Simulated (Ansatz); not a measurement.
Frontier orbitals of H$_{11}$NSi$_{4}$, SMILES `[SiH3][SiH2]N[SiH2][SiH3]`.

Z-matrix (Å, degrees):
```
Si
Si 1 2.343
H 1 1.488 2 110.9
H 1 1.488 2 110.7 3 121.1
H 1 1.491 2 109.7 3 -119.6
N 2 1.729 1 110.5 3 174.2
H 2 1.493 1 108.8 3 49.5
H 2 1.488 1 110.4 3 -67.9
Si 6 1.732 2 129.3 1 137.9
H 6 1.011 2 115.4 1 -48.5
Si 9 2.342 6 111.6 2 -15.6
H 9 1.494 6 112.1 2 106.0
H 9 1.491 6 109.5 2 -136.4
H 11 1.487 9 112.1 6 65.8
H 11 1.490 9 107.0 6 -175.6
H 11 1.487 9 111.8 6 -56.8
```

Total charge 0; spin multiplicity 1. Geometry: relaxed with PBE0-D4/def2-TZVP. It is one conformer, not always the lowest. Basis def2-TZVPP, Ansatz 0.2.0.

```csv
functional,HOMO (eV),LUMO (eV),gap (eV)
LDA (SPW92),-6.19,-1.70,4.49
PBE,-6.11,-1.50,4.61
r2SCAN,-6.38,-1.23,5.15
PBE0,-7.34,-0.67,6.67
B3LYP,-7.13,-0.82,6.31
ωB97X-V,-9.65,1.34,10.99
ωB97M-V,-9.50,1.02,10.52
```

(1) What is the vertical ionisation energy at frozen-core CCSD(T)/CBS(def2)? (Best estimate.)

## Answers

(1) Ansatz gave: 9.47 eV (T1 of the cation 0.042).

Against PBE, PBE0 changes HOMO and LUMO by −1.23 and +0.83 eV, ωB97M-V by −3.39 and +2.52 eV. A gap of 4.61 eV thus becomes 10.52 eV for the same molecule, so an orbital gap means little without its functional. A positive LUMO is unbound and depends on the basis. −ε(HOMO) differs from that ionisation energy by −3.37 eV with PBE and +0.02 eV with ωB97M-V.

B3LYP here is the variant with VWN-RPA as its local correlation; programs differ in this.
